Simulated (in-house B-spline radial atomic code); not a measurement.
B97-1 excitations of the tin ion Sn²⁺

Method: B97-1. Computed with an all-electron radial atomic-structure program (B-spline basis): linear response of the closed shell [Kr] 4d10 5s2 with the functional's adiabatic kernel; scalar-relativistic (spin-free one-electron X2C), finite nucleus, no spin-orbit coupling, no double excitations, S, P, D and F terms only; shells from n = 3 respond. Only terms of natural parity with L up to 3 were computed.

Command:
```bash
python run_td.py task.json out
```
Settings (radii: box in bohr, nucleus in fm):
```
Z                        50
electrons                48
configuration            [Kr] 4d10 5s2
hamiltonian              x2c
method                   b97_1
box_radius               29.48
rms_radius               4.6519
intervals                73
```

Cost of the run: 4.2 s on 1 thread of Arm Neoverse N1 (shared host).

The lowest states, in the order of their Tamm-Dancoff energies; the method's threshold (minus the highest occupied level) is 26.790 eV. Labels give the largest channel, * marks a mixed state, and oscillator strengths are full-response dipole values. Semilocal kernels can invert the small singlet-triplet splittings of Rydberg terms. Energies in eV:

```json
{"state": "5s → 5p 3P", "full response": "7.480", "Tamm-Dancoff": "7.553", "oscillator strength": "-"}
{"state": "5s → 5p 1P", "full response": "?", "Tamm-Dancoff": "?", "oscillator strength": "?"}
{"state": "5s → 6s 3S", "full response": "16.823", "Tamm-Dancoff": "16.837", "oscillator strength": "-"}
{"state": "5s → 6s 1S", "full response": "17.354", "Tamm-Dancoff": "17.379", "oscillator strength": "-"}
{"state": "5s → 5d 3D", "full response": "17.380", "Tamm-Dancoff": "17.396", "oscillator strength": "-"}
{"state": "5s → 5d 1D", "full response": "?", "Tamm-Dancoff": "?", "oscillator strength": "-"}
{"state": "5s → 6p 3P", "full response": "19.002", "Tamm-Dancoff": "19.017", "oscillator strength": "-"}
{"state": "5s → 6p 1P", "full response": "19.487", "Tamm-Dancoff": "19.528", "oscillator strength": "0.00613"}
{"state": "5s → 4f 3F", "full response": "21.544", "Tamm-Dancoff": "21.554", "oscillator strength": "-"}
{"state": "5s → 4f 1F", "full response": "21.636", "Tamm-Dancoff": "21.638", "oscillator strength": "-"}
{"state": "5s → 7s 3S", "full response": "21.897", "Tamm-Dancoff": "21.900", "oscillator strength": "-"}
{"state": "5s → 7s 1S", "full response": "21.980", "Tamm-Dancoff": "21.987", "oscillator strength": "-"}
{"state": "5s → 6d 3D", "full response": "22.128", "Tamm-Dancoff": "22.132", "oscillator strength": "-"}
{"state": "5s → 6d 1D", "full response": "22.255", "Tamm-Dancoff": "22.258", "oscillator strength": "-"}
{"state": "5s → 7p 3P", "full response": "22.708", "Tamm-Dancoff": "22.711", "oscillator strength": "-"}
```

(1) Where does 5s → 5p 1P lie?

(2) Where does 5s → 5d 1D lie?

(3) How large is the singlet-triplet splitting of 5s → 5p (P terms) in Tamm-Dancoff?

(4) What polarisabilities and dispersion coefficient does the method give?

Answers

(1) At 9.811 eV in full response, 10.229 eV in Tamm-Dancoff, oscillator strength 1.6.

(2) At 17.428 eV in full response, 17.439 eV in Tamm-Dancoff.

(3) 2.68 eV, from the unrounded values.

(4) Dipole 15.33 bohr³, quadrupole 56.21 bohr⁵, C6 86.79 hartree·bohr⁶ for two such species.
